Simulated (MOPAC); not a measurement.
A run for MOPAC: AM1 on CH6ClN (a complex), monomers drawn apart or pushed together.

```
AM1 1SCF PRECISE CHARGE=0 THREADS=1
CH6ClN

Cl     0.97051337 1     1.14427676 1     0.16513436 1
H      0.76777779 1     0.40121633 1     1.31594875 1
C     -1.06643762 1    -0.05268727 1     3.68339853 1
N      0.19350609 1    -0.61553596 1     3.17931622 1
H     -1.83440410 1    -0.17486366 1     2.92086772 1
H     -0.93134871 1     1.01522321 1     3.84912997 1
H     -1.40964893 1    -0.51637483 1     4.61179443 1
H      0.10814661 1    -1.60591496 1     2.98063122 1
H      0.94905197 1    -0.49748662 1     3.84477144 1
```

Output:

```
*******************************************************************************
 **                                                                           **
 **                              MOPAC v23.2.5                                **
 **                                                                           **
 *******************************************************************************
 ** MOPAC's Digital Object Identifier: https://doi.org/10.5281/zenodo.6511958 **
 **                                                                           **
 ** Please cite the open-source release paper for use of this MOPAC version:  **
 ** J. E. Moussa and J. J. P. Stewart (2026)                                  **
 ** MOPAC: An open-source semiempirical molecular orbital program             **
 ** J. Open Source Softw., 11(119), 8025, https://doi.org/10.21105/joss.08025 **
 *******************************************************************************

                              AM1 CALCULATION RESULTS

 *******************************************************************************
 *  AM1        - The AM1 Hamiltonian to be used
 *
 *
 *
 *                 CHARGE ON SYSTEM = 0
 *
 *
 *
 *  PRECISE    - TIGHTER CRITERIA TO BE USED
 *  1SCF       - DO 1 SCF AND THEN STOP
 *  THREADS=1  - MULTI-THREADING NOT USED
 *  T=         - A TIME OF 172800.0 SECONDS REQUESTED
 *  DUMP=N     - RESTART FILE WRITTEN EVERY 7200.0 SECONDS REQUESTED
 *******************************************************************************
AM1 1SCF PRECISE CHARGE=0 THREADS=1
 CH6ClN

   ATOM   CHEMICAL          X               Y               Z
  NUMBER   SYMBOL      (ANGSTROMS)     (ANGSTROMS)     (ANGSTROMS)

     1      Cl          0.97051337  *   1.14427676  *   0.16513436  *
     2       H          0.76777779  *   0.40121633  *   1.31594875  *
     3       C         -1.06643762  *  -0.05268727  *   3.68339853  *
     4       N          0.19350609  *  -0.61553596  *   3.17931622  *
     5       H         -1.83440410  *  -0.17486366  *   2.92086772  *
     6       H         -0.93134871  *   1.01522321  *   3.84912997  *
     7       H         -1.40964893  *  -0.51637483  *   4.61179443  *
     8       H          0.10814661  *  -1.60591496  *   2.98063122  *
     9       H          0.94905197  *  -0.49748662  *   3.84477144  *



          CARTESIAN COORDINATES

    NO.       ATOM           X           Y           Z

     1        Cl          0.9705      1.1443      0.1651
     2         H          0.7678      0.4012      1.3159
     3         C         -1.0664     -0.0527      3.6834
     4         N          0.1935     -0.6155      3.1793
     5         H         -1.8344     -0.1749      2.9209
     6         H         -0.9313      1.0152      3.8491
     7         H         -1.4096     -0.5164      4.6118
     8         H          0.1081     -1.6059      2.9806
     9         H          0.9491     -0.4975      3.8448

  H: (AM1): M.J.S. DEWAR ET AL, J. AM. CHEM. SOC. 107 3902-3909 (1985)
  C: (AM1): M.J.S. DEWAR ET AL, J. AM. CHEM. SOC. 107 3902-3909 (1985)
  N: (AM1): M.J.S. DEWAR ET AL, J. AM. CHEM. SOC. 107 3902-3909 (1985)
 Cl: (AM1): M.J.S. DEWAR AND E. G. ZOEBISCH, THEOCHEM, 180, 1 (1988).

           Empirical Formula: C H6 N Cl  =     9 atoms



      MOLECULAR POINT GROUP   :   Cs


      RHF CALCULATION, NO. OF DOUBLY OCCUPIED LEVELS = 11


 -------------------------------------------------------------------------------
 AM1 1SCF PRECISE CHARGE=0 THREADS=1
 CH6ClN



     1SCF WAS SPECIFIED, SO BFGS WAS NOT USED
     SCF FIELD WAS ACHIEVED


                              AM1 CALCULATION
                                                       MOPAC v23.2.5 Linux




          FINAL HEAT OF FORMATION =        -30.18791 KCAL/MOL =    -126.30620 KJ/MOL


          COSMO AREA              =        114.56 SQUARE ANGSTROMS
          COSMO VOLUME            =         92.18 CUBIC ANGSTROMS

          IONIZATION POTENTIAL    =         10.424230 EV
          HOMO LUMO ENERGIES (EV) =        -10.424  2.176
          NO. OF FILLED LEVELS    =         11
          MOLECULAR WEIGHT        =         67.5181         POINT GROUP:  Cs

          MOLECULAR DIMENSIONS (Angstroms)

            Atom       Atom       Distance
            H     7   Cl     1     5.30996
            H     9    H     5     2.92679
            H     8    H     6     2.76627


          SCF CALCULATIONS        =          1





   ATOM   CHEMICAL          X               Y               Z
  NUMBER   SYMBOL      (ANGSTROMS)     (ANGSTROMS)     (ANGSTROMS)

     1      Cl          0.97051337  *   1.14427676  *   0.16513436  *
     2       H          0.76777779  *   0.40121633  *   1.31594875  *
     3       C         -1.06643762  *  -0.05268727  *   3.68339853  *
     4       N          0.19350609  *  -0.61553596  *   3.17931622  *
     5       H         -1.83440410  *  -0.17486366  *   2.92086772  *
     6       H         -0.93134871  *   1.01522321  *   3.84912997  *
     7       H         -1.40964893  *  -0.51637483  *   4.61179443  *
     8       H          0.10814661  *  -1.60591496  *   2.98063122  *
     9       H          0.94905197  *  -0.49748662  *   3.84477144  *

                             CARTESIAN COORDINATES

   1   Cl        0.970513370     1.144276760     0.165134360
   2    H        0.767777790     0.401216330     1.315948750
   3    C       -1.066437620    -0.052687270     3.683398530
   4    N        0.193506090    -0.615535960     3.179316220
   5    H       -1.834404100    -0.174863660     2.920867720
   6    H       -0.931348710     1.015223210     3.849129970
   7    H       -1.409648930    -0.516374830     4.611794430
   8    H        0.108146610    -1.605914960     2.980631220
   9    H        0.949051970    -0.497486620     3.844771440


           Empirical Formula: C H6 N Cl  =     9 atoms



      MOLECULAR POINT GROUP   :   Cs


                  EIGENVALUES
 -35.97071 -35.43503 -26.16427 -17.30767 -15.96667 -15.52713 -14.37873 -13.02207
 -11.64610 -11.64608 -10.42423   2.17558   3.28276   3.99763   4.07396   4.65801
   5.57121   5.66029


              NET ATOMIC CHARGES AND DIPOLE CONTRIBUTIONS

  ATOM NO.   TYPE          CHARGE      No. of ELECS.   s-Pop       p-Pop
    1         Cl          -0.247908        7.2479     1.98507     5.26284
    2          H           0.234650        0.7654     0.76535
    3          C          -0.131722        4.1317     1.22069     2.91103
    4          N          -0.371203        5.3712     1.59517     3.77603
    5          H           0.086787        0.9132     0.91321
    6          H           0.086779        0.9132     0.91322
    7          H           0.048148        0.9519     0.95185
    8          H           0.147234        0.8528     0.85277
    9          H           0.147236        0.8528     0.85276
 DIPOLE           X         Y         Z       TOTAL
 POINT-CHG.    -0.692    -1.036     2.003     2.359
 HYBRID        -0.118    -0.779     1.115     1.365
 SUM           -0.810    -1.815     3.117     3.697


          ATOMIC ORBITAL ELECTRON POPULATIONS

     Atom    s        px        py        pz
    1 Cl   1.98507   1.98406   1.78806   1.49073
    2  H   0.76535
    3  C   1.22069   0.91505   1.00580   0.99018
    4  N   1.59517   1.07800   1.21536   1.48267
    5  H   0.91321
    6  H   0.91322
    7  H   0.95185
    8  H   0.85277
    9  H   0.85276

 **********************
 *                    *
 * JOB ENDED NORMALLY *
 *                    *
 **********************




 == MOPAC DONE ==
```

The run finished.

Cost: about 0.020 core-seconds (a rough figure).
